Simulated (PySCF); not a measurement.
Molecule: SMILES [SiH2](C#C)N([SiH3])[SiH3], C$_{2}$H$_{9}$NSi$_{3}$.

Geometry:
| atom | x (Å) | y (Å) | z (Å) |
| --- | --- | --- | --- |
| C1 | 3.175 | -1.106 | 0.281 |
| C2 | 2.312 | -0.260 | 0.132 |
| Si3 | 0.974 | 0.984 | -0.081 |
| N4 | -0.590 | 0.209 | -0.182 |
| Si5 | -1.199 | -0.633 | 1.239 |
| Si6 | -1.447 | 0.039 | -1.706 |
| H7 | 3.939 | -1.852 | 0.413 |
| H8 | 1.024 | 1.906 | 1.089 |
| H9 | 1.214 | 1.733 | -1.346 |
| H10 | -1.184 | -2.117 | 1.051 |
| H11 | -2.607 | -0.217 | 1.519 |
| H12 | -0.321 | -0.275 | 2.392 |
| H13 | -1.131 | -1.249 | -2.398 |
| H14 | -2.916 | 0.061 | -1.426 |
| H15 | -1.079 | 1.170 | -2.607 |

Geometry PBE0-D3(BJ)/def2-SVP throughout; GIAO in PySCF 2.14.0 with density-fitted response routines, gas phase, one conformer, non-relativistic; equivalent atoms averaged; functional PBE0.

For orientation, pcSseg-1 gives these shifts δ (against TMS, NH3 at the same level): C1 104.1, C2 87.6, Si5/Si6 -42.3, Si3 -48.0, N4 -2.4, H7 2.45, H8/H9 4.87, H10/H11/H12/H13/H14/H15 4.76 ppm.

A run gave: C1 81.8, C2 65.3, Si5/Si6 -42.6, Si3 -43.5, N4 -121.4, H7 2.49, H8/H9 2.28, H10/H11/H12/H13/H14/H15 1.99 ppm (shifts δ (against TMS, NH3 at the same level)).

Problem. Which basis set was used in that run?
A. def2-TZVP
B. 6-31G*
C. 6-31G
D. STO-3G

Solution. D. N4 tells them apart best: STO-3G gives -121.4, 6-31G gives -30.3, def2-TZVP gives 8.7, 6-31G* gives -9.5 ppm.
